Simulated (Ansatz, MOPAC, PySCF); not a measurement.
System: MgCl, charge 0, multiplicity 2. SMILES: [Mg][Cl]
Structure (B3LYP-D3(BJ)/def2-TZVP (Ansatz, an electronic-structure program) minimum search):
```xyz
2

Mg     0.0000     0.0000    -1.3021
Cl     0.0000     0.0000     0.9191
```
Charge 0, spin multiplicity 2.

Wanted: vertical ionisation energy to the singlet, in eV. Set-up: six Cartesian d functions in 6-31G* and its kin unless marked 5d; UHF or UKS for open shells; frozen cores in correlated levels; no spin-orbit coupling; each state is the SCF solution reached for its charge and spin; non-relativistic; 6-311+G** with 5d, 6d on Na to Ar in Ansatz. Ab initio and DFT rows: single points at B3LYP-D3(BJ) geometries (Ansatz). Semi-empirical rows: differences of heats of formation at the shared geometry for vertical values. The spin state of an ion or metal species was assumed, not searched.

| level | program | vertical ionisation energy to the singlet (eV) |
|---|---|---|
| PM3 | MOPAC | 8.77 |
| PM6 | MOPAC | 7.71 |
| MNDO | MOPAC | 8.08 |
| HF/6-31G* | Ansatz | 7.70 |
| B3LYP/3-21G | Ansatz | 8.10 |
| B3LYP/6-31G* | Ansatz | 7.97 |
| B3LYP/6-311+G** | Ansatz | 8.01 |
| M06-2X/6-31G* (5d) | PySCF | 7.99 |
| MP2/6-311+G** | Ansatz | 7.65 |
| B3LYP/def2-TZVPD | Ansatz | 7.98 |
| M06-2X/def2-TZVPD | PySCF | 7.98 |
| wB97X-V/def2-TZVPD | Ansatz | 7.81 |

No value to compare with is used here. The 9 habitual levels span 7.65 (MP2/6-311+G**) to 8.77 eV (PM3); wB97X-V/def2-TZVPD gives 7.81.

The levels are drawn from those run, B3LYP/6-31G* more often than the rest, none by its result; runs whose electronic state is in doubt are left out.
